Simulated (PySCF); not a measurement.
# IrSI at several levels of theory

All levels use the PBE0 minimum (triplet; Ir–I 2.504 Å, Ir–S 2.055 Å; I–Ir–S 112.5°), basis [Ir def2-SVP with ECP60, S def2-SVP, I def2-SVP with ECP28], scalar-relativistic core potentials, density fitting, no spin–orbit coupling, PySCF. For vertical energies the ionised species is a quartet (spins chosen at PBE0 and kept) and the electron-attached one a doublet. Atomisation goes to high-spin ground-configuration atoms, without zero-point energy. Open shells are unrestricted, also as the reference of the correlated levels. A dash marks a value that was not computed or is not defined at that level.

Coordinates in bohr (charge 0 multiplicity 3):
```
Ir    0.5069   -0.8595   -1.2563
S    -0.7804    1.3232   -4.1989
I    -0.5745    0.9740    2.9691
```

```
 level  atomisation (kJ/mol)  vertical IP (eV)  vertical EA (eV)  −ε(HOMO) (eV)  dipole (D)
  PBE0                   633              8.60              2.54           6.82        1.14
    HF                     ?                 ?                 ?              ?           ?
   MP2                     –              8.55              2.67              –           –
   PBE                     ?                 ?                 ?              ?           ?
 B3LYP                   601              8.56              2.50           6.49        0.89
r2SCAN                     –              8.52              2.44           5.90        0.97
 TPSSh                   653              8.50              2.45           6.14        1.06
revPBE                     –              8.34              2.30           5.42        0.72
 wB97X                   567              8.73              2.68           9.08        1.44
```

Q: Fill in the row of HF.

A: atomisation (kJ/mol) 161, vertical IP (eV) 7.75, vertical EA (eV) 1.80, −ε(HOMO) (eV) 9.63, dipole (D) 2.74.

Q: Fill in the row of PBE.

A: atomisation (kJ/mol) 729, vertical IP (eV) 8.40, vertical EA (eV) 2.36, −ε(HOMO) (eV) 5.45, dipole (D) 0.65.

Spin contamination in at least one species weakens the values at: HF, MP2.

Without diffuse functions attachment energies tend to come out too low.

With open d or f shells other occupations or spin states may lie lower. With an element this heavy the missing spin–orbit coupling can shift these numbers.
